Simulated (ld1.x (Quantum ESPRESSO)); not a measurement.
**Zr: one change to a PAW potential, before and after**

zirconium (Zr), PAW, made with ld1.x (Quantum ESPRESSO) 7.5 (Wu–Cohen, scalar-relativistic). Core [Ar] 3d10 4s2, reference 4p6 4d2 5s2 5p0. Waves: 5s (bound): rcut 2.35, rcutus 3.30 bohr; 5s channel at 0.1 Ry: rcut 2.35, rcutus 3.30 bohr; 4p (bound): rcut 2.25, rcutus 2.45 bohr; 5p (bound, empty): rcut 2.25, rcutus 2.45 bohr; 4d (bound): rcut 2.35, rcutus 3.10 bohr; 4d channel at 0.15 Ry: rcut 2.35, rcutus 3.10 bohr. Local part: all-electron potential smoothed inside 2.00 bohr (lloc = -2). Core correction: a·sin(br)/r model core, default radius (ld1.x builds one for every PAW set, though the input has nlcc=.false.). Augmentation charge: PSQ, inside the norm-conserving radii.

Change: waves 4d (bound): rcut 1.90, rcutus 2.02 bohr; 4d channel at 0.15 Ry: rcut 1.90, rcutus 2.02 bohr.

Cutoffs: the cutoffs (Ry, on a coarse ladder) from which the occupation-weighted sum of valence levels, in a spherical-Bessel basis at the reference potential, stays within 10 and 1 mRy of its value at 400 Ry; they do not see the model core or the augmentation charge, which bear on the density cutoff. Errors are all-electron minus pseudo energies relative to the spin-unpolarised reference configuration.

What does the change do?

The potential gets harder (15 Ry and 25 Ry → 21 Ry and 30 Ry); of the 6 tests that both files solve, the error grows in 2 and shrinks in 1 by more than 15 % and 0.3 meV (median size 3.9 → 6.7 meV); the range in which the d phases agree widens (upper end 3.7 → 4.8); neither file shows a bound ghost at the reference potential, the only one tested. A smaller radius makes the pseudo-wave follow the all-electron one further in, where it bends more sharply, so more plane waves are needed.

```tsv
quantity	base	changed
cutoff, loose	15 Ry	21 Ry
cutoff, tight	25 Ry	30 Ry
loose cutoff by channel (10 mRy a level)	s 6 Ry, p 10 Ry, d 8 Ry	s 6 Ry, p 10 Ry, d 18 Ry
bound ghosts	none	none
tests counted (converged, no solver errors)	6 of 7	6 of 7
error for 4p6 4d2 5s1 5p0, meV [ΔE 7.18 eV]	-1.1	-1.0
error for 4p6 4d2 5s0 5p0, meV [ΔE 20.05 eV]	-3.5	-2.6
error for 4p6 4d1 5s0 5p0, meV [ΔE 42.63 eV]	-41	-39
error for 4p6 4d1 5s2 5p1, meV [ΔE 3.02 eV]	+17	+25
error for 4p6 4d1 5s2 5p0, meV [ΔE 7.68 eV]	+4.4	+11
error for 4p6 4d2 5s1.5 5p0, meV [ΔE 2.90 eV]	-0.4	-0.4
s: phases at 3.60 bohr within 0.05 rad from the reference energy up to (Ry; the scan ends near 5)	0.7	0.7
p: phases at 3.60 bohr within 0.05 rad from the reference energy up to (Ry; the scan ends near 5)	2.8	2.8
d: phases at 3.60 bohr within 0.05 rad from the reference energy up to (Ry; the scan ends near 5)	3.7	4.8
lowest overlap eigenvalue by channel	s 0.36, p 0.09, d 0.81	s 0.36, p 0.09, d 0.95
```

Base: Tests not counted: 4p6 4d3 5s1 5p0 (solver errors, printed error -648 eV). Changed file: Tests not counted: 4p6 4d3 5s1 5p0 (solver errors, printed error -648 eV).
